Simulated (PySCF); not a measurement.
Species: C8H6S.
Atom-mapped SMILES: `[cH:1]1[cH:2][cH:3][c:4]2[cH:5][s:6][cH:7][c:8]2[cH:9]1` (hydrogens: H10 on C1; H11 on C2; H12 on C3; H13 on C5; H14 on C7; H15 on C9)

Method: PBE0/def2-SV(P) geometry optimisation, gas phase in PySCF 2.14.0; density fitting, grid level 1; the optimiser is geomeTRIC in internal coordinates, started from a GFN2-xTB structure.

Step 0: E = -19205.2010 eV
```
atom  x, y, z in Å  |  force x, y, z in eV/Å
C1     -1.9302   -0.3901   -0.1852   -0.033  -0.072  -0.012
C2     -1.7037    1.0036   -0.0575   -0.013   0.083   0.011
C3     -0.4482    1.5060    0.0829    0.057  -0.003   0.001
C4      0.6553    0.6171    0.1000   -0.061  -0.106  -0.010
C5      1.9929    0.9093    0.2312    0.493  -0.428   0.006
S6      2.9589   -0.4982    0.1935   -0.408   0.064  -0.026
C7      1.5997   -1.5139    0.0022    0.606   0.246   0.070
C8      0.4255   -0.7984   -0.0326   -0.025   0.119   0.003
C9     -0.9005   -1.2778   -0.1749    0.049  -0.014   0.005
H10    -2.9466   -0.7402   -0.2920   -0.483  -0.206  -0.056
H11    -2.5548    1.6686   -0.0732   -0.393   0.352  -0.002
H12    -0.2707    2.5667    0.1815    0.021   0.524   0.043
H13     2.4536    1.8696    0.3473    0.283   0.673   0.075
H14     1.7328   -2.5744   -0.0735    0.053  -0.729  -0.055
H15    -1.0683   -2.3402   -0.2715   -0.145  -0.503  -0.053
```

Question: Estimate the geometry and energy of step 1. (The exact step hangs on the optimiser's Hessian estimate; all steps are aligned on step 0, rigid shifts and turns removed.)

Answer: E = -19205.2589 eV, largest force 0.087 eV/Å
```
atom  x, y, z in Å  |  force x, y, z in eV/Å
C1     -1.9418   -0.3941   -0.1868   -0.073  -0.008  -0.005
C2     -1.7135    1.0113   -0.0564   -0.066   0.030  -0.004
C3     -0.4490    1.5140    0.0831    0.018   0.085   0.009
C4      0.6633    0.6196    0.1002    0.004   0.002  -0.001
C5      2.0139    0.9147    0.2328    0.008   0.055   0.008
S6      2.9582   -0.4985    0.1952    0.050  -0.009   0.000
C7      1.6176   -1.5259    0.0037   -0.010  -0.055  -0.003
C8      0.4322   -0.8031   -0.0329    0.005  -0.004   0.000
C9     -0.9037   -1.2848   -0.1767   -0.009  -0.085  -0.008
H10    -2.9698   -0.7561   -0.2959    0.035   0.010   0.002
H11    -2.5724    1.6910   -0.0699    0.031  -0.019   0.001
H12    -0.2800    2.5914    0.1822   -0.003  -0.039  -0.003
H13     2.4780    1.8960    0.3492   -0.007  -0.059  -0.005
H14     1.7471   -2.6072   -0.0731    0.010   0.058   0.006
H15    -1.0845   -2.3603   -0.2767    0.007   0.038   0.003
```

The energy changes by -0.0579 eV. The first-order estimate −F·Δx gives -0.1206 eV and the mean of the old and new forces, exact on a quadratic surface, -0.0587 eV. The step makes an angle of 38° with the force vector and moves no atom by more than 0.036 Å.

The cost below is that of the whole optimisation. The run took 31 s of wall time on one thread of an Arm Neoverse V2, no GPU (shared host), and the process peaked at 0.60 GiB of memory.
